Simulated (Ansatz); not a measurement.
`[SH][Ga]([Cl])[Cl]` + `O[SiH3]` → `[SiH3][O][Ga]([Cl])[Cl]` + H₂S  (ligand exchange at a Ga–S bond)

Calculated with Ansatz (gas phase, PBE0-D4/def2-TZVP geometries, no zero-point term in ΔE). CCSD(T)/CBS is the MP2 limit (def2-TZVPP, def2-QZVPP) plus CCSD(T) − MP2 in def2-TZVPP, frozen cores. This one scheme is used for every species. DFT in def2-TZVPP. HSE06 is defined as in plane-wave codes. For Ga outer-core shells are correlated without core-valence functions, which leaves a few kJ/mol of doubt a bond. Scalar relativity is left out up to krypton. One conformer a species, not always the lowest.

`[SH][Ga]([Cl])[Cl]`:

```xyz
5

S    -0.212    1.093    1.349
Ga    0.028    0.004   -0.518
Cl    0.001    1.039   -2.369
Cl    0.295   -2.105   -0.544
H    -0.111   -0.031    2.081
```

`O[SiH3]`:

```xyz
6

O     0.199   -0.734   -1.032
Si    0.107    0.252    0.286
H    -0.598   -1.186   -1.308
H    -0.865    1.360    0.076
H     1.467    0.805    0.475
H    -0.309   -0.496    1.504
```

`[SiH3][O][Ga]([Cl])[Cl]`:

Z-matrix (Å, degrees):
```
Si
O 1 1.642
H 1 1.484 2 108.5
H 1 1.488 2 111.0 3 -120.2
H 1 1.486 2 109.4 3 119.4
Ga 2 1.753 1 139.3 3 134.2
Cl 6 2.109 2 118.7 1 -179.9
Cl 6 2.116 2 120.4 1 0.1
```

H₂S:

```xyz
3

S     0.217    0.347   -0.465
H    -0.142   -0.941   -0.355
H    -0.074    0.594    0.820
```

| level | ΔE (eV) |
| --- | --- |
| ωB97M-V | 0.26 |
| HSE06 | 0.35 |

Task: What does CCSD(T)/CBS give? (Estimate.)

Result: The calculation gave: +0.24 eV. The listed levels differ from it by 0.02, 0.11 eV.

Largest T1 diagnostic among the species: 0.012.

At CCSD(T), def2-SVP lies −0.18 eV from the extrapolated value and def2-TZVPP −0.06 eV. From BLYP to BHLYP (50 % exact exchange), in def2-TZVPP and without D4, ΔE moves by −0.05 eV.
